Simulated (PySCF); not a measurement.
Computed with PySCF with B3LYP-D3(BJ)/def2-TZVP // PBE0-D4/def2-TZVP. All species are isolated molecules in the gas phase. B3LYP has the VWN-RPA correlation part, as in Gaussian. Delta-SCF ions had no search for a lower state. Excitations are Tamm–Dancoff values on a coarser integration grid. The basis has no diffuse functions, so Rydberg states are missing or too high.

Reference species (SMILES): `[SiH3]Cl` (neutral, multiplicity 1).

* **S1 oscillator strength**: 0.010
* **S1–T1 gap (TDA)**: 0.38 eV
* **vertical ionisation energy (Delta-SCF)**: 11.43 eV
* **HOMO**: -8.77 eV

Changed species: `C[SiH2]Cl` (X = methyl; the reference has X = H).

**Question.** What does the change do to the S1 oscillator strength, S1–T1 gap (TDA), vertical ionisation energy (Delta-SCF) and HOMO?

**Answer.** the S1 oscillator strength hardly moves; the S1–T1 gap (TDA) rises by 0.03 eV, to 0.41 eV; the vertical ionisation energy (Delta-SCF) decreases by 0.53 eV, to 10.90 eV; the HOMO rises by 0.27 eV, to -8.50 eV.
